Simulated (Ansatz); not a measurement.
Mulliken charges of CH3Cl2OSb (`C[O][Sb]([Cl])[Cl]`) from B3LYP/def2-TZVPP in Ansatz (PBE0-D4/def2-TZVP geometry).

```
atom   x (Å)   y (Å)   z (Å)  charge (e)
  C1  -0.828  -0.744  -0.131      -0.120
  O2   0.434  -0.928   0.485      -0.516
 Sb3   1.786   0.435   0.625       1.006
 Cl4   0.425   2.166   1.448      -0.351
 Cl5   1.767   1.149  -1.615      -0.351
  H6  -0.720  -0.488  -1.189       0.108
  H7  -1.369  -1.688  -0.047       0.117
  H8  -1.403   0.042   0.368       0.108
```

By hand: the dipole of these point charges (1 e Å = 4.8032 D).

Σ q r = (0.513, -0.403, 0.359) e Å, of length 0.745 e Å = 3.58 D.

How does the dipole of the full density compare? (Estimate.)

Computed: (0.151, -0.271, 0.156) e Å, 1.67 D; the point charges give 2.14 times that, at 20° from its direction.

Point charges leave out the atoms' own dipoles, such as those of lone pairs, and Mulliken's split depends on the basis, so the two needn't agree.

B3LYP here is the variant with VWN-RPA as its local correlation; programs differ in this.
